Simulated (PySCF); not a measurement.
**C₆ coefficients of unlike pairs at UHF**

Calculated with PySCF 2.14 from the dipole response of each species, C₆(A,B) = (3/π) ∫ α_A(iu) α_B(iu) du, in atomic units, from isotropic polarisabilities. For ions this is the dispersion term alone; charge-induced terms of lower order in 1/R come first.

| species | configuration | basis | relativity | α (bohr³) | C₆ (like pair) |
| --- | --- | --- | --- | --- | --- |
| Mg | [Ne] 3s2 (1S) | dyall-av3z (20s13p6d4f) | spin-free X2C | 81.16 | 760.5 |
| Ar²⁺ | [Ne] 3s2 3p4 (3P) | aug-cc-pVDZ-DK (5s4p2d) | spin-free X2C | 4.710 | 16.81 |
| Ta | [Xe] 4f14 5d3 6s2 (4F) | aug-cc-pwCVDZ-PP with ECP60MDF (6s6p5d3f) | core potential | 109.5 | 1449 |
| O²⁺ | [He] 2s2 2p2 (3P) | aug-cc-pCVQZ-DK (9s8p6d4f2g) | spin-free X2C | 1.797 | 2.351 |

Q: Estimate C₆ for Ar²⁺ with Mg.

A: The integral gives 78.14. The combination rule 2 C_A C_B / (C_A α_B/α_A + C_B α_A/α_B) gives 76.60 and the geometric mean 113.1.

No spin-orbit coupling is included.

The other pairs:

```json
{"pair": "Ta, Ar²⁺", "C₆": "120.0"}
{"pair": "O²⁺, Ta", "C₆": "44.74"}
{"pair": "Ta, Mg", "C₆": "1042"}
{"pair": "O²⁺, Ar²⁺", "C₆": "6.253"}
{"pair": "O²⁺, Mg", "C₆": "29.18"}
```
